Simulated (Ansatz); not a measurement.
Ansatz (a program for electronic structure) input (MP2/3-21G): The .json file is the Basis Set Exchange's 3-21G.

Ansatz 0.2 input:
```yaml
crystal:
  periodic: [false, false, false]
  atoms:
    - {symbol: C, position_ang: [-1.84229800, -0.45451500, 0.63244700]}
    - {symbol: N, position_ang: [-0.58078300, 0.25094600, 0.55422500]}
    - {symbol: C, position_ang: [-0.67835600, 1.65373000, 0.89757800]}
    - {symbol: Ge, position_ang: [0.78031900, -0.36065600, -0.55781900]}
    - {symbol: H, position_ang: [-2.60353900, -0.02695100, -0.03459800]}
    - {symbol: H, position_ang: [-2.23584800, -0.40444100, 1.65446100]}
    - {symbol: H, position_ang: [-1.70853100, -1.50442800, 0.37337800]}
    - {symbol: H, position_ang: [-1.03957100, 1.76237200, 1.92695800]}
    - {symbol: H, position_ang: [-1.37555400, 2.19729500, 0.24512200]}
    - {symbol: H, position_ang: [0.29874400, 2.13134500, 0.83060900]}
    - {symbol: H, position_ang: [0.83135400, -1.88867400, -0.24176800]}
    - {symbol: H, position_ang: [2.05215300, 0.32255500, 0.03631400]}
basis:
  gaussian:
    orbitals: 3-21G.json
magnetization: {spin_polarized: true, initial_magnetization: 1}
correlation: {method: mp2, electrons: outside_noble_gas}
```

Output:

```
Functional definition: HF
integrals: 0.03 GiB planned
750 factors; integrals over basis functions are off by at most 9.8e-4 eV
mean field: 0.34 GiB planned
mean field evaluation 1: about -59847.3681 eV, gradient 1.5e1 eV
mean field evaluation 2: about -59847.6937 eV, gradient 1.5e1 eV
mean field evaluation 4: about -59849.0598 eV, gradient 2.8e0 eV
mean field evaluation 8: about -59849.1077 eV, gradient 2.6e-1 eV
mean field evaluation 16: about -59849.1114 eV, gradient 3.8e-6 eV
mean field -59849.11140042 eV, -2199.4142767808 hartree, gradient 3.8e-6 eV, S^2 0.758186; 0 other end points of the search recorded, 0 dependent functions left out
17 core orbitals not correlated
reference -59849.11140042 eV, -2199.4142767808 hartree; 13, 12 occupied and 36, 37 virtual orbitals, 750 factors
second order -9.18700357 eV of doubles, -0.00000000 eV of singles
Total energy: -59858.29840399 eV, -2199.7518929348 hartree
```

The geometry given is a B3LYP-D3(BJ)/def2-TZVP minimum.
